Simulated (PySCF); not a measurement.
Assigning NMR signals

Geometry:
| atom | x (Å) | y (Å) | z (Å) |
| --- | --- | --- | --- |
| C1 | -1.597 | -1.043 | 0.842 |
| C2 | -0.966 | -0.083 | -0.163 |
| C3 | -0.221 | -0.859 | -1.257 |
| O4 | 0.907 | -1.539 | -0.781 |
| Si5 | 1.907 | -0.925 | 0.344 |
| O6 | 1.094 | 0.276 | 1.124 |
| C7 | -0.027 | 0.881 | 0.585 |
| C8 | 0.421 | 2.052 | -0.302 |
| F9 | -0.615 | 2.632 | -0.932 |
| F10 | 1.294 | 1.700 | -1.252 |
| F11 | 1.010 | 3.013 | 0.419 |
| H12 | -0.825 | -1.635 | 1.326 |
| H13 | -2.284 | -1.715 | 0.335 |
| H14 | -2.144 | -0.494 | 1.605 |
| H15 | -1.748 | 0.512 | -0.644 |
| H16 | 0.078 | -0.183 | -2.066 |
| H17 | -0.892 | -1.616 | -1.677 |
| H18 | 3.096 | -0.361 | -0.278 |
| H19 | 2.088 | -1.950 | 1.354 |
| H20 | -0.581 | 1.347 | 1.415 |

Theory: NMR shieldings at PBE0/pcSseg-1/GIAO, GFN2-xTB structure, in PySCF 2.14 (gas phase, one averaged value for each set of equivalent atoms, single conformer, non-relativistic).

References, each an isolated molecule treated in the same way: 13C and 1H vs TMS.

Q: Assign these signals to the numbered atoms. 13C{1H} NMR (computed): δ 135.0 (C), 78.7 (CH), 66.8 (CH2), 35.5 (CH), 19.0 (CH3).

A: 
```tsv
δ (ppm)	atoms	environment	reason
135.0	C8	CF3 carbon	3 electronegative neighbours deshield it
78.7	C7	sp3 CH bonded to O	the inductive effect lowers its shielding
66.8	C3	sp3 CH2 bonded to O	deshielded by the electronegative neighbour
35.5	C2	sp3 CH in a ring	a saturated carbon with 3 carbon neighbours and no heteroatom attached
19.0	C1	methyl carbon	aliphatic region, no heteroatom directly attached
```

Q: Assign these signals to the numbered atoms. 1H NMR (400 MHz, computed): δ 5.14 (m, 1H), 4.94 (m, 1H), 4.86 (m, 1H), 4.34 (m, 1H), 3.98 (m, 1H), 1.85 (m, 1H), 1.54 (d, 3H).

A: 
| δ (ppm) | atoms | environment | reason |
| --- | --- | --- | --- |
| 5.14 | H18 | hydrogen on a silicon bonded to 2 O, in a 6-membered ring | – |
| 4.94 | H19 | hydrogen on a silicon bonded to 2 O, in a 6-membered ring | – |
| 4.86 | H16 | hydrogen on an sp3 CH2 bonded to O | its carbon carries O, an electronegative neighbour |
| 4.34 | H20 | hydrogen on an sp3 CH bonded to O | its carbon carries O, hence the downfield position |
| 3.98 | H17 | hydrogen on an sp3 CH2 bonded to O | its carbon carries O, hence the downfield position |
| 1.85 | H15 | hydrogen on an sp3 CH in a ring | – |
| 1.54 | H12/H13/H14 | hydrogen on a methyl carbon | far from electronegative atoms and π systems |

H19 and H16 lie closer than the usual error of such a calculation, so a measured spectrum could show them in the other order.

Splittings by 19F in the carbon and heteronuclear signals aren't shown, as no couplings were computed. Shifts are as computed. Against solution values, carbons near 30 ppm lie about +3 ppm off and those near 130 ppm about +5 ppm. Of 1211 compounds with measured shifts, 218 miss one by over three times the rms of a fit or turn the order of signals round; such compounds aren't used in these exercises. No couplings were computed; multiplicities are counted from neighbouring protons, with m where these are inequivalent, close in shift, in a saturated or five-membered ring or joined by F or P, and br s for small geminal =CH2 splittings.
